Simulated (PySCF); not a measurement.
SnF4, SMILES [F][Sn]([F])([F])[F]. Atoms are numbered in the order given.

```xyz
5

F      1.1132    -1.1132     1.1132
Sn     0.0000     0.0000     0.0000
F     -1.1132    -1.1132    -1.1132
F     -1.1132     1.1132     1.1132
F      1.1132     1.1132    -1.1132
```
Charge 0, spin multiplicity 1.

Geometry: PBE-D3(BJ)/def2-SVP. The isomer is the one that the SMILES or the coordinates give; other isomers of the formula were not compared. The def2 effective core potentials stand for the cores of Sn; spin–orbit coupling is left out.

Method: M06-2X/def2-TZVP (PySCF).

ESP charges are fitted to the potential on shells at 1.4 to 2.0 van der Waals radii. Atomic charges (e):

```json
[
 {"atom": "F1", "Löwdin": "-0.24", "ESP fit": "-0.37"},
 {"atom": "Sn2", "Löwdin": "0.96", "ESP fit": "1.49"},
 {"atom": "F3", "Löwdin": "-0.24", "ESP fit": "-0.37"},
 {"atom": "F4", "Löwdin": "-0.24", "ESP fit": "-0.37"},
 {"atom": "F5", "Löwdin": "-0.24", "ESP fit": "-0.37"}
]
```
